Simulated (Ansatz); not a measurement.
Start from `C[N](C)[Ga]([Cl])[N](C)C` and change one atom or group to get `C[N](C)[Ga]([OH])[N](C)C`.

Ansatz, PBE0-D4/def2-TZVP geometries, multiplicity 1. Each molecule was computed in one conformer, which needn't be the lowest.

Scalar relativity is left out up to krypton.

```
                                        property  `C[N](C)[Ga]([Cl])[N](C)C`
               LUMO energy (PBE/def2-TZVPP) / eV                       -1.03
size of the dipole moment (B3LYP/def2-TZVPP) / D                        2.52
  size of the dipole moment (PBE/def2-TZVPP) / D                        2.50
             LUMO energy (B3LYP/def2-TZVPP) / eV                       -0.36
           LUMO energy (ωB97M-V/def2-TZVPP) / eV                        1.75
         HOMO–LUMO gap (ωB97M-V/def2-TZVPP) / eV                       10.14
```

(1) What does the change do to each property? (An estimate is asked.)

## Answers

(1) Ansatz gave: 
```tsv
property	`C[N](C)[Ga]([OH])[N](C)C`	shift
LUMO energy (PBE/def2-TZVPP) / eV	-0.88	0.15
size of the dipole moment (B3LYP/def2-TZVPP) / D	1.69	-0.83
size of the dipole moment (PBE/def2-TZVPP) / D	1.59	-0.91
LUMO energy (B3LYP/def2-TZVPP) / eV	-0.26	0.10
LUMO energy (ωB97M-V/def2-TZVPP) / eV	1.77	0.02
HOMO–LUMO gap (ωB97M-V/def2-TZVPP) / eV	9.94	-0.20
```

With PBE0 the HOMO rises by 0.22 eV and the LUMO rises by 0.13 eV, so the gap narrows by about 0.09 eV. PBE moves the HOMO by 0.23 eV and ωB97M-V by 0.21 eV. Dipoles are sizes alone; their direction can turn.

Positive LUMOs are unbound, so they and the gaps depend on the basis.

B3LYP here is the variant with VWN-RPA as its local correlation; programs differ in this.
